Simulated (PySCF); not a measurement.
## Iron: a sound run and one with changed settings

Sound run: Fe²⁺ [Ar] 3d6, Fe³⁺ [Ar] 3d5. All numbers are calculated (PySCF 2.14, scalar relativity by spin-free X2C-1e, in jorge-DZP-DKH (8s6p2d1f, 43 functions)). The sound run starts from symmetry-adapted Hartree-Fock orbitals and uses a fine grid where one is needed.

A second run was set up differently.

```csv
species,method,sound run (hartree),changed run (hartree),converged
Fe²⁺,UHF,-1270.50067,-1270.50067,yes
Fe²⁺,PBE,-1271.42505,-1271.38973,yes
Fe²⁺,LDA,-1269.10279,-1269.08395,yes
Fe³⁺,UHF,-1269.45806,-1269.45806,yes
Fe³⁺,PBE,-1270.26725,-1270.23351,yes
Fe³⁺,LDA,-1267.93753,-1267.91996,yes
```

Ionisation energy of Fe²⁺:

```
method  sound run (eV)  changed run (eV)
   UHF          28.371            28.371
   PBE          31.505            31.462
   LDA          31.709            31.674
```

(1) What was changed?
A. radial grid too coarse
B. basis contracted for another Hamiltonian
C. minimal basis
D. all electrons correlated in a valence basis

Results:

(1) A. It used radial step 0.5 in ln r (0.13 in the sound run). A coarse radial grid mis-integrates the density and the exchange-correlation energy, with errors of either sign; Hartree-Fock needs no grid.
